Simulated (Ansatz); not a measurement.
`CB/N=C(/F)[SiH3]` at its PBE0-D4/def2-TZVP geometry, where that method's forces vanish. Charge 0, multiplicity 1.

```xyz
13

C     1.3351    1.7405    1.1578
B    -0.0688    1.0430    1.1391
N    -0.5250    0.3501    0.0454
C    -0.9158   -0.3095   -0.9121
F    -1.6342    0.2959   -1.9009
Si   -0.6550   -2.1590   -1.2373
H     1.2115    2.8111    1.3529
H     1.9304    1.3541    1.9920
H     1.9054    1.6197    0.2357
H    -0.8049    1.0846    2.0866
H     0.0701   -2.3142   -2.5216
H     0.1334   -2.7022   -0.1089
H    -1.9823   -2.8139   -1.3287
```

Question: What forces (eV/Å) does r2SCAN-D4/def2-TZVPP give on these atoms in the Gaussian-basis code of Ansatz? (Best estimate.)

Answer: The calculation gave: 
```
C1   0.028  0.013 -0.001
B2  -0.027  0.006  0.037
N3   0.111  0.218  0.283
C4   0.135 -0.465  0.039
F5  -0.251  0.200 -0.352
Si6 -0.005  0.012 -0.002
H7   0.014 -0.021  0.004
H8  -0.006  0.020 -0.012
H9  -0.010  0.005  0.020
H10  0.018  0.006 -0.004
H11 -0.017 -0.004  0.021
H12 -0.016  0.002 -0.028
H13  0.026  0.007 -0.004
```
